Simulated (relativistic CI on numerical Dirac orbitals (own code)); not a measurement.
# Pt3+: O2,3 absorption edge

Computed with this model: Dirac-Coulomb-Breit CI, separate exchange-only KLI orbitals for each configuration, model QED (radiative potential, 1s self-energy scaled to tabulated hydrogen-like ionisation energies), valence Slater integrals scaled by 0.7, multiplet model of core-to-valence dipole absorption; configurations [Xe] 4f14 5d7 → [Kr] 4d10 4f14 5s2 5p5 5d8; 80 K; Lorentzian 0.6 eV and Gaussian 0.3 eV FWHM. Energies are those of the free ion, without screening or charge transfer. The branching ratio is the share of the lower-energy edge in the whole absorption, uncertain by about 0.02 where the edges overlap. S is read from ⟨S²⟩ = S(S + 1).

Field parameters in Wybourne normalisation: Td as Oh with Dq negative (B⁴₀ = 21Dq, B⁴₄ = √(5/14) B⁴₀). The field is a parameter set, without covalency.

free ion: ground-state S = 1.35, centroid 54.87 eV. Peaks (eV, height): 50.7 (20), 52.7 (62), 53.7 (75), 54.8 (100), 57.6 (52), 59.7 (12).

Td, 10Dq = -3100 cm⁻¹: ground-state S = 1.39, centroid 55.07 eV. Peaks (eV, height): 50.9 (26), 52.8 (71), 53.9 (80), 54.8 (100), 57.6 (52), 59.9 (9).

Td, 10Dq = -7050 cm⁻¹: ground-state S = 1.41, centroid 55.56 eV. Peaks (eV, height): 51.3 (32), 53.0 (79), 54.7 (100), 57.7 (45), 59.5 (8), 60.0 (7), 69.5 (9).

Td, 10Dq = -10950 cm⁻¹: ground-state S = 1.43, centroid 56.09 eV. Peaks (eV, height): 51.7 (35), 53.3 (87), 54.7 (100), 57.9 (41), 59.9 (8), 69.5 (14).

Td, 10Dq = -14850 cm⁻¹: ground-state S = 1.44, centroid 56.57 eV. Peaks (eV, height): 52.1 (35), 53.6 (91), 54.8 (100), 56.4 (39), 58.3 (31), 69.6 (18), 71.5 (7).

Td, 10Dq = -18800 cm⁻¹: ground-state S = 1.44, centroid 56.99 eV. Peaks (eV, height): 52.4 (34), 53.8 (94), 55.0 (100), 56.8 (43), 58.6 (25), 69.8 (20), 70.7 (10), 71.9 (8).

Strongest unbroadened transitions for Td, 10Dq = -14850 cm⁻¹:

| Energy (eV) | Relative strength |
| --- | --- |
| 51.95 | 26.4 |
| 52.31 | 15.2 |
| 53.55 | 100.0 |
| 54.47 | 13.3 |
| 54.58 | 17.0 |
| 54.82 | 73.7 |
| 55.06 | 9.1 |
| 55.27 | 8.2 |
| 55.37 | 10.6 |
| 55.63 | 12.4 |
| 56.26 | 7.6 |
| 56.38 | 9.6 |
| 56.58 | 19.9 |
| 57.72 | 7.3 |
| 58.20 | 17.6 |
| 58.68 | 11.0 |
| 69.48 | 7.7 |
| 69.67 | 12.1 |
